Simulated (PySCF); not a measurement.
Species: Cl2H7OPSi3.
SMILES: `Cl[SiH2]O[SiH2]P[SiH2]Cl`

Torsions of this conformer, `[Cl:1][SiH2:2][O:3][SiH2:4][PH:5][SiH2:6][Cl:7]`: Cl1–Si2–O3–Si4 -40°, Si2–O3–Si4–P5 -21°, O3–Si4–P5–Si6 168°, Si4–P5–Si6–Cl7 -46°.

The closed-shell ground state was solved at several levels (PySCF, density fitting, gas phase, non-relativistic). The structure is a single GFN2-xTB conformer in the gas phase; no vibrational or solvent corrections.

```tsv
level	basis functions	HOMO (eV)	LUMO (eV)	gap (eV)	dipole (D)
PBE0/def2-SVPD	229	-7.62	-0.60	7.02	1.06
wB97X-D/def2-SVPD	229	-9.39	1.11	10.50	1.07
```

(1) What might PBE0/pcSseg-1 (196 basis functions) give for the same quantities?

(2) Over all these levels, which gives the widest orbital gap and which the narrowest?

(3) How far do the dipole and the HOMO energy spread over the levels?

Results:

(1) HOMO -7.69 eV, LUMO -0.49 eV, gap 7.20 eV, dipole 1.10 D.

(2) wB97X-D/def2-SVPD (range-separated hybrid) has the widest, 10.50 eV, and PBE0/def2-SVPD (global hybrid, 25 % exact exchange) the narrowest, 7.02 eV. The two share the basis. From the narrowest to the widest the HOMO moves by -1.77 eV and the LUMO by +1.71 eV.

(3) The dipole runs from 1.06 to 1.10 D (mean 1.08 D) and the HOMO from -9.39 to -7.62 eV.
